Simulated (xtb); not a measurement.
AsGa (SMILES [Ga]=[As]), triplet, from a rough starting geometry (GFN-xTB shapes and energies of metal compounds can be far from the true ones); GFN2-xTB (xtb 6.7.1).

xtb was given this input:
```
$ xtb mol.xyz --gfn 2 --uhf 2 --opt vtight --json

# file mol.xyz
2

Ga     0.03003889    -0.04946070    -1.19399367
As    -0.05182933     0.04768370     1.17603665
```

It wrote (shortened):

```
   ID    Z sym.   atoms
    1   31 Ga     1
    2   33 As     2

           -------------------------------------------------
          |                Calculation Setup                |
           -------------------------------------------------

           -------------------------------------------------
          |                 G F N 2 - x T B                 |
           -------------------------------------------------

          ...................................................
          :                      SETUP                      :
          :.................................................:
          :  # basis functions                  20          :
          :  # atomic orbitals                  18          :
          :  # shells                            6          :
          :  # electrons                         8          :
          :  max. iterations                   250          :
          :  Hamiltonian                  GFN2-xTB          :
          :  restarted?                      false          :
          :  GBSA solvation                  false          :
          :  PC potential                    false          :
          :  electronic temp.          300.0000000     K    :
          :  accuracy                    1.0000000          :
          :  -> integral cutoff          0.2500000E+02      :
          :  -> integral neglect         0.1000000E-07      :
          :  -> SCF convergence          0.1000000E-05 Eh   :
          :  -> wf. convergence          0.1000000E-03 e    :
          :  Broyden damping             0.4000000          :
          :  net charge                          0          :
          :  unpaired electrons                  2          :
          ...................................................

 iter      E             dE          RMSdq      gap      omega  full diag
   1     -3.4703867 -0.347039E+01  0.354E+01    3.47       0.0  T
   2     -3.4737663 -0.337952E-02  0.261E+01    3.15       1.0  T
   3     -3.4688667  0.489957E-02  0.190E+01    3.41       1.0  T
   4     -3.4744128 -0.554617E-02  0.173E+00    3.12       1.0  T
   5     -3.4745205 -0.107673E-03  0.269E-01    3.19       1.0  T
   6     -3.4745556 -0.350916E-04  0.198E-01    3.17       1.0  T
   7     -3.4745559 -0.337219E-06  0.533E-02    3.17       1.3  T
   8     -3.4745560 -0.278777E-07  0.647E-03    3.17      10.9  T
   9     -3.4745560 -0.197863E-09  0.112E-03    3.17      63.1  T
  10     -3.4745560 -0.462341E-11  0.167E-04    3.17     423.6  T
  11     -3.4745560 -0.317968E-12  0.403E-05    3.17    1754.2  T

   *** convergence criteria satisfied after 11 iterations ***

 transition dipole moment (au) for excitation:           4           5
     X       Y       Z
   0.0655   0.0001   0.0023  total (au/Debye):    0.066   0.167
 dE (eV)             :    0.159
 oscillator strength :  0.23663E-04

         :::::::::::::::::::::::::::::::::::::::::::::::::::::
         ::                     SUMMARY                     ::
         :::::::::::::::::::::::::::::::::::::::::::::::::::::
         :: total energy              -3.471022772850 Eh    ::
         :: gradient norm              0.004349210811 Eh/a0 ::
         :: HOMO-LUMO gap              3.170374736382 eV    ::
         ::.................................................::
         :: SCC energy                -3.474555974110 Eh    ::
         :: -> isotropic ES            0.004437870403 Eh    ::
         :: -> anisotropic ES          0.000586477843 Eh    ::
         :: -> anisotropic XC          0.000522935258 Eh    ::
         :: -> dispersion             -0.000954416915 Eh    ::
         :: repulsion energy           0.003533201259 Eh    ::
         :: add. restraining           0.000000000000 Eh    ::
         :: total charge               0.000000000000 e     ::
         :::::::::::::::::::::::::::::::::::::::::::::::::::::

      -----------------------------------------------------------
     |                   =====================                   |
     |                        A N C O P T                        |
     |                   =====================                   |
     |               Approximate Normal Coordinate               |
     |                Rational Function Optimizer                |
      -----------------------------------------------------------
      -----------------------------------------------------------
     |                   =====================                   |
     |                        A N C O P T                        |
     |                   =====================                   |
     |               Approximate Normal Coordinate               |
     |                Rational Function Optimizer                |
      -----------------------------------------------------------

          ...................................................
          :                      SETUP                      :
          :.................................................:
          :   optimization level         verytight          :
          :   max. optcycles                   200          :
          :   ANC micro-cycles                  20          :
          :   degrees of freedom                 1          :
          :.................................................:
          :   RF solver                   davidson          :
          :   write xtbopt.log                true          :
          :   linear (good luck)              true          :
          :   energy convergence         0.1000000E-06 Eh   :
          :   grad. convergence          0.2000000E-03 Eh/α :
          :   maxmium RF displ.          1.0000000          :
          :   Hlow (freq-cutoff)         0.1000000E-01      :
          :   Hmax (freq-cutoff)         5.0000000          :
          :   S6 in model hess.         20.0000000          :
          ...................................................

generating ANC from exact Hessian ...
[...]
 * total energy  :    -3.4710228 Eh     change       -0.1021405E-13 Eh
 * total energy  :    -3.4709671 Eh     change        0.5564153E-04 Eh
 * total energy  :    -3.4710757 Eh     change       -0.1085308E-03 Eh
 * total energy  :    -3.4710759 Eh     change       -0.2209358E-06 Eh
 * total energy  :    -3.4710759 Eh     change       -0.4207779E-07 Eh
   *** GEOMETRY OPTIMIZATION CONVERGED AFTER 5 ITERATIONS ***
[...]
          :  restarted?                      false          :
          :  GBSA solvation                  false          :
          :  PC potential                    false          :
          :  electronic temp.          300.0000000     K    :
          :  accuracy                    1.0000000          :
          :  -> integral cutoff          0.2500000E+02      :
          :  -> integral neglect         0.1000000E-07      :
          :  -> SCF convergence          0.1000000E-05 Eh   :
          :  -> wf. convergence          0.1000000E-03 e    :
          :  Broyden damping             0.4000000          :
          :  net charge                          0          :
          :  unpaired electrons                  2          :
          ...................................................

 iter      E             dE          RMSdq      gap      omega  full diag
   1     -3.4751198 -0.347512E+01  0.342E-05    3.19       0.0  T
   2     -3.4751198 -0.150990E-13  0.121E-05    3.19    5850.7  T
   3     -3.4751198 -0.133227E-14  0.120E-05    3.19    5881.0  T

   *** convergence criteria satisfied after 3 iterations ***

 transition dipole moment (au) for excitation:           4           5
     X       Y       Z
  -0.0013   0.0653  -0.0027  total (au/Debye):    0.065   0.166
 dE (eV)             :    0.191
 oscillator strength :  0.28331E-04

         :::::::::::::::::::::::::::::::::::::::::::::::::::::
         ::                     SUMMARY                     ::
         :::::::::::::::::::::::::::::::::::::::::::::::::::::
         :: total energy              -3.471075925184 Eh    ::
         :: gradient norm              0.000000358162 Eh/a0 ::
         :: HOMO-LUMO gap              3.191769284301 eV    ::
         ::.................................................::
         :: SCC energy                -3.475119796876 Eh    ::
         :: -> isotropic ES            0.004260141484 Eh    ::
         :: -> anisotropic ES          0.000539569035 Eh    ::
         :: -> anisotropic XC          0.000482758666 Eh    ::
         :: -> dispersion             -0.000954497706 Eh    ::
         :: repulsion energy           0.004043871692 Eh    ::
         :: add. restraining           0.000000000000 Eh    ::
         :: total charge              -0.000000000527 e     ::
         :::::::::::::::::::::::::::::::::::::::::::::::::::::

           -------------------------------------------------
          |                Property Printout                |
           -------------------------------------------------

    * Orbital Energies and Occupations

         #    Occupation            Energy/Eh            Energy/eV
      -------------------------------------------------------------
         1        2.0000           -0.5370026             -14.6126
         2        2.0000           -0.4650924             -12.6558
         3        1.4997           -0.2873872              -7.8202
         4        1.4997           -0.2873872              -7.8202
         5        1.0006           -0.2803552              -7.6289 (HOMO)
         6                         -0.1630599              -4.4371 (LUMO)
         7                         -0.1630599              -4.4371
         8                         -0.0615639              -1.6752
         9                         -0.0288588              -0.7853
        10                         -0.0288588              -0.7853
        11                          0.0523549               1.4247
        12                          0.0523549               1.4247
        13                          0.0835714               2.2741
        14                          0.0835714               2.2741
        15                          0.1695998               4.6150
        16                          0.3119037               8.4873
       ...                                ...                  ...
        18                          1.4496990              39.4483
      -------------------------------------------------------------
                  HL-Gap            0.1172954 Eh            3.1918 eV
             Fermi-level           -0.2545479 Eh           -6.9266 eV

     #   Z          covCN         q      C6AA      α(0)
     1  31 Ga       0.919     0.119   325.745    46.144
     2  33 As       0.919    -0.119   252.601    30.160

 Mol. C6AA /au·bohr⁶  :       1130.187694
 Mol. C8AA /au·bohr⁸  :     107425.755318
 Mol. α(0) /au        :         76.304579

Wiberg/Mayer (AO) data.
largest (>0.10) Wiberg bond orders for each atom

 ---------------------------------------------------------------------------
     #   Z sym  total        # sym  WBO       # sym  WBO       # sym  WBO
 ---------------------------------------------------------------------------
     1  31 Ga   1.468 --     2 As   1.468
     2  33 As   1.468 --     1 Ga   1.468
 ---------------------------------------------------------------------------

Topologies differ in total number of bonds
Writing topology from bond orders to xtbtopo.mol

molecular dipole:
                 x           y           z       tot (Debye)
 q only:        0.018      -0.022      -0.528
   full:        0.066      -0.078      -1.900       4.836
molecular quadrupole (traceless):
                xx          xy          yy          xz          yz          zz
 q only:       -0.010       0.001      -0.009       0.016       0.002       0.018
  q+dip:       -0.745      -0.001      -0.740      -0.017       0.094       1.485
   full:        1.023       0.007       1.026       0.167      -0.123      -2.049

optimized geometry written to: xtbopt.xyz

           -------------------------------------------------
          | TOTAL ENERGY               -3.471075925184 Eh   |
          | GRADIENT NORM               0.000000358162 Eh/α |
          | HOMO-LUMO GAP               3.191769284301 eV   |
           -------------------------------------------------

normal termination of xtb
```
